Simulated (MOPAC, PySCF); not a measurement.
[Ta(F)4(OH)], neutral singlet in the gas phase. 

Cartesian coordinates (Å):
```xyz
7

Ta    -0.0946     0.0066    -0.0107
F      0.4932     1.4012     1.1280
F     -1.8282     0.3039     0.6228
F      1.0512    -1.1444     0.9155
F      0.5510     1.0006    -1.4566
O     -0.6764    -1.3825    -1.1427
H     -0.9667    -2.0943    -1.7174
```
Charge 0, spin multiplicity 1.

All levels are single points at this geometry (r2SCAN-D4/def2-SVP); Pople sets use spherical d functions. Orbital energies aren't observables, and empty levels follow the basis.

| level | HOMO (eV) | LUMO (eV) | gap (eV) | dipole (D) | vertical IE, Delta-SCF (eV) |
|---|---|---|---|---|---|
| TPSSh-D3(BJ)/def2-TZVP in PySCF | -9.65 | -2.24 | 7.41 | 3.38 | – |
| B3LYP/6-31G* (LANL2DZ on Ta) in PySCF | -10.06 | -2.18 | 7.88 | 3.45 | 12.77 |
| B3LYP/LANL2DZ in PySCF | -10.64 | -3.00 | 7.64 | 4.07 | – |
| BP86/6-31G* (LANL2DZ on Ta) in PySCF | -8.63 | -2.72 | 5.91 | 3.34 | – |
| PBE/6-31G* (LANL2DZ on Ta) in PySCF | -8.51 | -2.59 | 5.91 | 3.32 | – |
| SVWN5/6-31G* (LANL2DZ on Ta) in PySCF | -8.74 | -2.80 | 5.94 | 3.43 | – |
| HF/6-31G* (LANL2DZ on Ta) in PySCF | -15.09 | 1.43 | 16.52 | 3.65 | 11.95 |
| PM6 in MOPAC | -11.55 | -1.93 | 9.62 | 4.18 | – |
| PM7 in MOPAC | -11.78 | -1.84 | 9.95 | 4.05 | – |
